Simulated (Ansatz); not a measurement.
Relaxation of AlBCl₃F₂H (8 atoms, charge 0, multiplicity 1), to a largest force component of 0.03 eV/Å in at most 50 steps.

These are results of RKS revPBE/def2-SVP (Ansatz), not measurements.

```xyz
8
Properties=species:S:1:pos:R:3
Al -1.752 -0.132 -0.131
Cl 1.392 -1.530 0.636
F -2.101 -0.786 -1.634
F -2.724 -0.558 1.166
B 1.759 0.192 0.129
H -0.602 0.878 0.041
Cl 1.967 0.544 -1.574
Cl 2.059 1.393 1.367
```

Question: Where does it end, and by what steps?

Answer: It converged. The force dipped under the threshold on the way, but the program's further checks kept it going. After 36 steps the energy has fallen by 0.269 eV; Cl8 moved furthest, 1.75 Å.

| step | energy less start (eV) | largest force component (eV/Å) | accepted |
| --- | --- | --- | --- |
| 0 | 0.0000 | 0.904 | yes |
| 2 | -0.0438 | 0.777 | yes |
| 4 | -0.1150 | 0.774 | yes |
| 6 | -0.1377 | 0.746 | yes |
| 8 | -0.1987 | 0.394 | yes |
| 10 | -0.2149 | 0.229 | yes |
| 12 | -0.1419 | 0.822 | no |
| 14 | -0.2240 | 0.143 | yes |
| 16 | -0.2291 | 0.021 | yes |
| 18 | -0.2291 | 0.324 | no |
| 20 | -0.2386 | 0.070 | yes |
| 22 | -0.2422 | 0.250 | no |
| 24 | -0.2488 | 0.138 | yes |
| 26 | -0.2525 | 0.085 | yes |
| 28 | -0.2585 | 0.124 | yes |
| 30 | -0.2622 | 0.172 | yes |
| 32 | -0.2641 | 0.072 | yes |
| 34 | -0.2665 | 0.205 | yes |
| 36 | -0.2691 | 0.012 | yes |

```xyz
8
Properties=species:S:1:pos:R:3
Al -1.830 -0.222 -0.238
Cl 0.611 -0.566 1.123
F -1.473 -1.151 -1.596
F -2.606 -1.003 1.036
B 1.938 0.269 0.257
H -1.790 1.356 -0.306
Cl 1.672 0.903 -1.346
Cl 3.478 0.415 1.070
```

Whether the end is a true minimum wasn't checked by a vibrational analysis.

Time of the run: 90 s on 4 threads of Arm Neoverse N1, with other jobs on the host, peak memory 0.18 GiB.
